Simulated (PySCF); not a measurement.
## Two-component Hartree-Fock for Mg (magnesium, neutral)

Start: [Ne] 3s1 3p1; 3s1/2 filled at m_j = +1/2; 3p3/2 filled at m_j = +3/2. Calculated with PySCF 2.14 in x2c-TZVPall-2c: generalised Hartree-Fock with the X2C-1e Hamiltonian and a Gaussian nucleus; one run each with spin-orbit coupling (SO) switched off, then screened by Boettger's factors. This is a chosen level, not necessarily the ground level.

```
spinor shell  electrons  ε, spin-free (eV)  ε, screened SO (eV)  weight of nominal j (screened SO)  rms radius, screened SO (bohr)
       1s1/2          2            -1337.8              -1337.9                              1.000                           0.151
       2s1/2          2            -104.13              -104.13                              1.000                           0.755
       2p1/2          2            -63.448              -63.650                              0.907                           0.772
       2p3/2          4            -63.448              -63.352                              0.954                           0.772
       3s1/2          1             -9.213               -9.213                              0.998                            3.36
       3p3/2          1             -4.889               -4.886                              1.000                            4.24
```

```
   quantity   spin-free  screened SO
E (hartree)  -199.84412   -199.84409
        M_J           2            2
       ⟨J²⟩       6.009        6.009
       ⟨L²⟩       2.009        2.009
       ⟨S²⟩       2.000        2.000
```

Each row is a mean over spinors that exchange with the open shell spreads, by up to 0.494 eV (2p3/2).

Without spin-orbit coupling the j labels of p, d and f shells carry no meaning; the spin-free column gives the mean over the occupied spinors of each nl shell.
